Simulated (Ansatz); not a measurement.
`FC[CH2][GeH2][F]` and `[F][GeH2][CH2]Cl` differ in one atom or group.

Ansatz, PBE0-D4/def2-TZVP geometries, multiplicity 1. Each molecule was computed in one conformer, which needn't be the lowest.

Scalar relativity is left out up to krypton.

```
                                          property  `FC[CH2][GeH2][F]`
             HOMO energy (ωB97M-V/def2-TZVPP) / eV              -11.38
size of the dipole moment (ωB97M-V/def2-TZVPP) / D                2.18
               HOMO energy (B3LYP/def2-TZVPP) / eV               -8.91
                 HOMO energy (PBE/def2-TZVPP) / eV               -7.65
                 LUMO energy (PBE/def2-TZVPP) / eV               -0.85
             HOMO–LUMO gap (B3LYP/def2-TZVPP) / eV                8.68
```

(1) What does the change do to each property? (An estimate is asked.)

Results:

(1) Ansatz gave: 
```tsv
property	`[F][GeH2][CH2]Cl`	shift
HOMO energy (ωB97M-V/def2-TZVPP) / eV	-10.45	0.93
size of the dipole moment (ωB97M-V/def2-TZVPP) / D	2.83	0.65
HOMO energy (B3LYP/def2-TZVPP) / eV	-7.99	0.92
HOMO energy (PBE/def2-TZVPP) / eV	-6.88	0.77
LUMO energy (PBE/def2-TZVPP) / eV	-1.01	-0.16
HOMO–LUMO gap (B3LYP/def2-TZVPP) / eV	7.65	-1.03
```

With PBE0 the HOMO rises by 0.91 eV and the LUMO falls by 0.11 eV, so the gap narrows by about 1.02 eV. PBE moves the HOMO by 0.77 eV and ωB97M-V by 0.93 eV. Dipoles are sizes alone; their direction can turn.

B3LYP here is the variant with VWN-RPA as its local correlation; programs differ in this.
